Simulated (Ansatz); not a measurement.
Ideal-gas functions of CH4BCl2N (`CNB(Cl)Cl`) at 298.15 K and 1 bar, from an Ansatz frequency run at PBE0-D4/def2-TZVP.

Molar mass 111.77 g/mol, point group Cs (symmetry number 1), electronic degeneracy 1, moments of inertia 139.416, 217.587, 353.831 u Å². Harmonic wavenumbers (cm⁻¹, unscaled): 112, 168, 204, 255, 422, 495, 561, 644, 941, 1050, 1148, 1158, 1332, 1456, 1490, 1491, 1567, 3046, 3103, 3164, 3628.

Use S(trans) = R[1.5 ln M + 2.5 ln T − 1.1517]; rotational temperatures θ = 24.2544 K / I; S(rot) = R[ln(√π/σ · √(T³/θAθBθC)) + 1.5]; for each mode x = 1.438777 ν̃/T, S = R[x/(eˣ − 1) − ln(1 − e⁻ˣ)] and H = RT x/(eˣ − 1); 1 cm⁻¹ = 0.0119627 kJ/mol; R = 8.31446 J/(mol·K).

Task: By hand: the entropy, in J/(mol·K).

Result: Translation 167.7. Rotation: θ = 0.174, 0.1115, 0.0685 K, giving 115.8. Vibration, mode by mode: 13.53, 10.28, 8.77, 7.10, 3.70, 2.81, 2.18, 1.59, 0.50, 0.32, 0.21, 0.21, 0.10, 0.06, 0.05, 0.05, 0.04, 0.00, 0.00, 0.00, 0.00, in all 51.5. Electronic 0.0. Sum 335.0 J/(mol·K).

Task: By hand: H − E and G − E in kJ/mol, counted from the electronic energy.

Result: Zero-point energy ½ × 27435 × 0.0119627 = 164.1; thermal vibration 8.8; translation, rotation and pV give 4 RT = 9.9. H − E = 182.8 kJ/mol, and G − E = 182.8 − 298.15 × 335.0/1000 = 82.9 kJ/mol.

Vibration gives 15 % of the entropy, 13.5 J/(mol·K) of it from the mode under 150 cm⁻¹: soft modes count most, and the harmonic formula is weakest for them. The sum counts one conformer and one mirror image; others add a mixing term.
